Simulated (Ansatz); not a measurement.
```xyz
19

C    -3.071   -0.276    2.442
C    -2.464    0.197    1.363
C    -1.021   -0.030    1.159
O    -0.280   -0.615    1.905
O    -0.620    0.516   -0.007
C     0.752    0.388   -0.298
C     1.149   -0.884   -1.015
C     2.349   -0.401   -1.817
O     2.088    0.977   -2.113
C     1.159    1.480   -1.278
O     0.766    2.602   -1.330
H    -4.129   -0.118    2.611
H    -2.511   -0.836    3.183
H    -2.983    0.763    0.599
H     1.334    0.515    0.622
H     0.337   -1.187   -1.681
H     1.383   -1.707   -0.342
H     2.486   -0.923   -2.763
H     3.277   -0.461   -1.242
```

The species carries charge 0 and has multiplicity 1.

Problem. List the PBE/def2-TZVPP orbital energies in eV (Ansatz 0.2.0). (Estimate.)

Solution. Ansatz gave: Occupied: -511.98, -511.79, -510.13, -509.98, -272.45, -272.27, -271.21, -271.02, -269.73, -269.66, -269.62, -28.40, -28.00, -25.98, -25.81, -20.68, -19.88, -18.67, -16.90, -15.64, -14.45, -14.04, -13.36, -12.88, -12.33, -11.94, -11.52, -11.33, -10.92, -10.64, -10.31, -10.00, -9.76, -9.26, -9.00, -8.64, -7.70, -7.38, -7.35, -6.79, -6.45. Lowest empty: -2.61, -1.16, 0.13, 0.66, 0.82, 1.03, 1.18, 1.36.
